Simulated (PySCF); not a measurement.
Computed IR spectrum (relative IR intensity) of a molecule C4H4F2. Geometry: PBE-D3(BJ)/def2-SVP. The values are those of a single conformer. Calculation: PBE-D3(BJ)/def2-SVP (PySCF 2.14.0). Harmonic, unscaled wavenumbers; measured fundamentals usually lie a few per cent lower.

Lines under 2 % of the strongest are left out, and lines within 2 cm⁻¹ are merged.

ν (cm⁻¹): 329 (w), 448 (w), 773 (w), 802 (m), 858 (w), 926 (w), 1042 (m), 1243 (s), 1282 (m), 1336 (w), 1405 (s), 1699 (vs), 3117 (vw) (against the strongest line: vs over 80 %, s over 45 %, m over 15 %, w over 4 %, vw less)

Problem. Which structure fits?
A) FC1=C[C@@H](F)C1
B) C=C(F)C(=C)F
C) CC#CC(F)F
D) C=C(F)/C=C\F

Solution. D, C=C(F)/C=C\F
